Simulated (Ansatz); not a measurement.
Consider the atomization: `C/C=C(\O)[SiH3]` → 3 C• + 8 H• + O• + Si•.

Program: Ansatz. Geometries: PBE0-D4/def2-TZVP. ΔE: electronic, gas phase. CCSD(T)/CBS adds triple-zeta CCSD(T) − MP2 to the extrapolated MP2 energy (def2 sets, frozen cores). This one scheme is used for every species, atoms too. Open shells (•) are unrestricted, without spin–orbit coupling. Spin–orbit coupling would lower the free atoms: a little for C, O, Si. Each species was taken in one conformer, which may not be the lowest.

| species | SCS-MP2/def2-TZVPP energy (Eh) |
| --- | --- |
| `C/C=C(\O)[SiH3]` | -482.98625 |
| C• | -37.76105 |
| H• | -0.49981 |
| O• | -74.95539 |
| Si• | -288.90966 |

(1) Work out ΔE.

Largest T1 diagnostic among the species: 0.012.

Results:

(1) ΔE = 8 × (-0.49981) + 3 × (-37.76105) + (-74.95539) + (-288.90966) − (-482.98625) = 1.83957 Eh = +1154.3 kcal/mol. CCSD(T)/CBS gives +1172.1 kcal/mol.

In def2-TZVPP, CCSD(T) changes the Hartree–Fock value by +281.4 kcal/mol (the triples alone add +16.5 kcal/mol) and MP2 by +295.1 kcal/mol; breaking electron pairs costs correlation energy, which Hartree–Fock lacks. The D4 term adds +9.6 kcal/mol with B3LYP and +5.0 kcal/mol with PBE0; it sums over pairs of atoms, weighted by their polarisabilities, and B3LYP, whose exchange is more repulsive, gets the larger term.

B3LYP here is the variant with VWN-RPA as its local correlation; programs differ in this.

For atomizations the MP2-based limit and the directly extrapolated one differ by several kJ/mol either way, and by 10 to 25 for some Ge, Se and Sn compounds, so smaller differences from it don't rank the levels.
